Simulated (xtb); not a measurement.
C3H10B3O3, charge +1, singlet, from a rough starting geometry; GFN2-xTB (xtb).

xtb was given this input:
```
$ xtb mol.xyz --gfn 2 --chrg 1 --opt vtight --json

# file mol.xyz
19

C      1.60658929     2.59151226     0.50477626
B      0.86103325     1.23373186     0.23821668
O     -0.58831307     1.27732876     0.13899011
B     -1.31943797     0.23682255    -0.14446191
C     -2.94412652     0.24645484    -0.16063362
O     -0.64202713    -1.03869593    -0.21796203
B      0.85234861    -1.14550505    -0.11098373
C      1.50672461    -2.51610143    -0.10975369
O      1.36670785     0.04128218     0.18267668
H      1.68680693     3.10200745    -0.48924963
H      2.62130773     2.45741991     0.76521281
H      1.11599829     3.26544525     1.16778448
H     -3.39962853     0.42977775     0.74682194
H     -3.29728136     0.97212293    -0.79921043
H     -3.35249128    -0.72728326    -0.58582588
H     -1.10016870    -1.84323110    -0.37889089
H      0.86499500    -3.34927816    -0.13422224
H      2.27516402    -2.64144832     0.68354350
H      2.02844815    -2.59117301    -1.06550926
```

Question: Write the output that xtb gives for this input, abridged.

Answer: 
```
   ID    Z sym.   atoms
    1    6 C      1, 5, 8
    2    5 B      2, 4, 7
    3    8 O      3, 6, 9
    4    1 H      10-19

           -------------------------------------------------
          |                Calculation Setup                |
           -------------------------------------------------

           -------------------------------------------------
          |                 G F N 2 - x T B                 |
           -------------------------------------------------

          ...................................................
          :                      SETUP                      :
          :.................................................:
          :  # basis functions                  46          :
          :  # atomic orbitals                  46          :
          :  # shells                           28          :
          :  # electrons                        48          :
          :  max. iterations                   250          :
          :  Hamiltonian                  GFN2-xTB          :
          :  restarted?                      false          :
          :  GBSA solvation                  false          :
          :  PC potential                    false          :
          :  electronic temp.          300.0000000     K    :
          :  accuracy                    1.0000000          :
          :  -> integral cutoff          0.2500000E+02      :
          :  -> integral neglect         0.1000000E-07      :
          :  -> SCF convergence          0.1000000E-05 Eh   :
          :  -> wf. convergence          0.1000000E-03 e    :
          :  Broyden damping             0.4000000          :
          :  net charge                          1          :
          :  unpaired electrons                  0          :
          ...................................................

 iter      E             dE          RMSdq      gap      omega  full diag
   1    -27.0500222 -0.270500E+02  0.780E+00    6.62       0.0  T
   2    -27.4786511 -0.428629E+00  0.542E+00    3.54       1.0  T
   3    -27.5110514 -0.324003E-01  0.271E+00    4.65       1.0  T
   4    -27.5186291 -0.757763E-02  0.863E-01    4.12       1.0  T
   5    -27.5326559 -0.140269E-01  0.358E-01    4.54       1.0  T
   6    -27.5338972 -0.124124E-02  0.146E-01    4.49       1.0  T
   7    -27.5342579 -0.360732E-03  0.278E-02    4.44       1.0  T
   8    -27.5342615 -0.359732E-05  0.226E-02    4.45       1.0  T
   9    -27.5342718 -0.103371E-04  0.350E-03    4.44       6.6  T
  10    -27.5342719 -0.705760E-07  0.971E-04    4.44      23.6  T
  11    -27.5342719 -0.875039E-08  0.532E-04    4.44      43.1  T

   *** convergence criteria satisfied after 11 iterations ***

         :::::::::::::::::::::::::::::::::::::::::::::::::::::
         ::                     SUMMARY                     ::
         :::::::::::::::::::::::::::::::::::::::::::::::::::::
         :: total energy             -27.221954392405 Eh    ::
         :: gradient norm              0.164210079761 Eh/a0 ::
         :: HOMO-LUMO gap              4.440412870469 eV    ::
         ::.................................................::
         :: SCC energy               -27.534242662993 Eh    ::
         :: -> isotropic ES            0.189945808115 Eh    ::
         :: -> anisotropic ES          0.000111200102 Eh    ::
         :: -> anisotropic XC          0.003353797201 Eh    ::
         :: -> dispersion             -0.009640713111 Eh    ::
         :: repulsion energy           0.312288270588 Eh    ::
         :: add. restraining           0.000000000000 Eh    ::
         :: total charge               1.000000000000 e     ::
         :::::::::::::::::::::::::::::::::::::::::::::::::::::

      -----------------------------------------------------------
     |                   =====================                   |
     |                        A N C O P T                        |
     |                   =====================                   |
     |               Approximate Normal Coordinate               |
     |                Rational Function Optimizer                |
      -----------------------------------------------------------
      -----------------------------------------------------------
     |                   =====================                   |
     |                        A N C O P T                        |
     |                   =====================                   |
     |               Approximate Normal Coordinate               |
     |                Rational Function Optimizer                |
      -----------------------------------------------------------

          ...................................................
          :                      SETUP                      :
          :.................................................:
          :   optimization level         verytight          :
          :   max. optcycles                   380          :
          :   ANC micro-cycles                  20          :
          :   degrees of freedom                51          :
          :.................................................:
          :   RF solver                   davidson          :
          :   write xtbopt.log                true          :
          :   linear?                        false          :
          :   energy convergence         0.1000000E-06 Eh   :
          :   grad. convergence          0.2000000E-03 Eh/α :
          :   maxmium RF displ.          1.0000000          :
          :   Hlow (freq-cutoff)         0.1000000E-01      :
          :   Hmax (freq-cutoff)         5.0000000          :
          :   S6 in model hess.         20.0000000          :
          ...................................................

generating ANC from exact Hessian ...
Using Lindh-Hessian (1995)
 Shifting diagonal of input Hessian by    7.0184658926213603E-003
 Lowest  eigenvalues of input Hessian
[...]
 * total energy  :   -27.2451847 Eh     change       -0.8131993E-06 Eh
 * total energy  :   -27.2451852 Eh     change       -0.5600809E-06 Eh
 * total energy  :   -27.2451851 Eh     change        0.1588180E-06 Eh
 * total energy  :   -27.2451855 Eh     change       -0.3868353E-06 Eh
 * total energy  :   -27.2451853 Eh     change        0.1381641E-06 Eh
 * total energy  :   -27.2451856 Eh     change       -0.2518586E-06 Eh
 * total energy  :   -27.2451855 Eh     change        0.9490664E-07 Eh
 * total energy  :   -27.2451856 Eh     change       -0.1710943E-06 Eh
 * total energy  :   -27.2451856 Eh     change        0.5775172E-07 Eh
 * total energy  :   -27.2451857 Eh     change       -0.1217216E-06 Eh
 * total energy  :   -27.2451857 Eh     change        0.1682602E-07 Eh
 * total energy  :   -27.2451858 Eh     change       -0.7984689E-07 Eh
   *** GEOMETRY OPTIMIZATION CONVERGED AFTER 21 ITERATIONS ***
         :: total energy             -27.245185769688 Eh    ::
[...]
         1        2.0000           -0.9294606             -25.2919
       ...           ...                  ...                  ...
        12        2.0000           -0.6961625             -18.9435
        13        2.0000           -0.6828300             -18.5807
        14        2.0000           -0.6804579             -18.5162
        15        2.0000           -0.6519193             -17.7396
        16        2.0000           -0.6283093             -17.0972
        17        2.0000           -0.6252483             -17.0139
        18        2.0000           -0.6235005             -16.9663
        19        2.0000           -0.6201591             -16.8754
        20        2.0000           -0.6187882             -16.8381
        21        2.0000           -0.5965771             -16.2337
        22        2.0000           -0.5957865             -16.2122
        23        2.0000           -0.5889609             -16.0264
        24        2.0000           -0.5827468             -15.8573 (HOMO)
        25                         -0.4035386             -10.9808 (LUMO)
        26                         -0.3849977             -10.4763
        27                         -0.2863122              -7.7910
        28                         -0.1938052              -5.2737
        29                         -0.0607402              -1.6528
        30                         -0.0444806              -1.2104
        31                         -0.0243120              -0.6616
        32                          0.0211671               0.5760
        33                          0.0422067               1.1485
        34                          0.0518880               1.4119
        35                          0.0652457               1.7754
       ...                                ...                  ...
        46                          0.4926272              13.4051
      -------------------------------------------------------------
                  HL-Gap            0.1792081 Eh            4.8765 eV
             Fermi-level           -0.4931427 Eh          -13.4191 eV

     #   Z          covCN         q      C6AA      α(0)
     1   6 C        3.676    -0.221    25.164     7.187
     2   5 B        2.533     0.446    16.289     6.965
     3   8 O        1.575    -0.310    19.229     5.917
     4   5 B        2.502     0.434    16.895     7.175
     5   6 C        3.675    -0.228    25.325     7.211
     6   8 O        2.364    -0.278    18.579     5.822
     7   5 B        2.503     0.434    16.890     7.173
     8   6 C        3.675    -0.228    25.324     7.211
     9   8 O        1.575    -0.309    19.212     5.915
    10   1 H        0.925     0.107     1.723     2.052
    11   1 H        0.925     0.091     1.871     2.139
    12   1 H        0.925     0.098     1.805     2.101
    13   1 H        0.925     0.111     1.690     2.033
    14   1 H        0.925     0.109     1.707     2.043
    15   1 H        0.925     0.076     2.023     2.224
    16   1 H        0.805     0.372     0.538     1.153
    17   1 H        0.925     0.076     2.023     2.224
    18   1 H        0.925     0.109     1.704     2.042
    19   1 H        0.925     0.111     1.689     2.032

 Mol. C6AA /au·bohr⁶  :       2806.819989
 Mol. C8AA /au·bohr⁸  :      67850.480650
 Mol. α(0) /au        :         80.618938

Wiberg/Mayer (AO) data.
largest (>0.10) Wiberg bond orders for each atom

 ---------------------------------------------------------------------------
     #   Z sym  total        # sym  WBO       # sym  WBO       # sym  WBO
 ---------------------------------------------------------------------------
     1   6 C    3.986 --     2 B    1.067    11 H    0.974    12 H    0.956
                            10 H    0.931
     2   5 B    3.289 --     1 C    1.067     9 O    1.031     3 O    1.028
     3   8 O    2.471 --     4 B    1.298     2 B    1.028
     4   5 B    3.307 --     3 O    1.298     5 C    1.062     6 O    0.814
     5   6 C    3.985 --     4 B    1.062    15 H    0.977    14 H    0.951
                            13 H    0.936
     6   8 O    2.581 --    16 H    0.830     7 B    0.815     4 B    0.814
     7   5 B    3.307 --     9 O    1.295     8 C    1.062     6 O    0.815
     8   6 C    3.985 --     7 B    1.062    17 H    0.977    18 H    0.951
                            19 H    0.936
     9   8 O    2.472 --     7 B    1.295     2 B    1.031
    10   1 H    0.988 --     1 C    0.931
    11   1 H    0.991 --     1 C    0.974
    12   1 H    0.990 --     1 C    0.956
    13   1 H    0.987 --     5 C    0.936
    14   1 H    0.988 --     5 C    0.951
    15   1 H    0.994 --     5 C    0.977
    16   1 H    0.861 --     6 O    0.830
    17   1 H    0.994 --     8 C    0.977
    18   1 H    0.988 --     8 C    0.951
    19   1 H    0.987 --     8 C    0.936
 ---------------------------------------------------------------------------

Topologies differ in total number of bonds
Writing topology from bond orders to xtbtopo.mol

molecular dipole:
                 x           y           z       tot (Debye)
 q only:       -0.619      -1.002      -0.172
   full:       -0.859      -1.374      -0.248       4.167
molecular quadrupole (traceless):
                xx          xy          yy          xz          yz          zz
 q only:        3.952       2.832       7.345       1.182       2.381     -11.297
  q+dip:        1.962       4.305       7.026       0.772       2.122      -8.988
   full:        1.139       4.123       5.978       0.511       1.762      -7.117

optimized geometry written to: xtbopt.xyz

           -------------------------------------------------
          | TOTAL ENERGY              -27.245185769688 Eh   |
          | GRADIENT NORM               0.000052850149 Eh/α |
          | HOMO-LUMO GAP               4.876501474749 eV   |
           -------------------------------------------------

normal termination of xtb
```
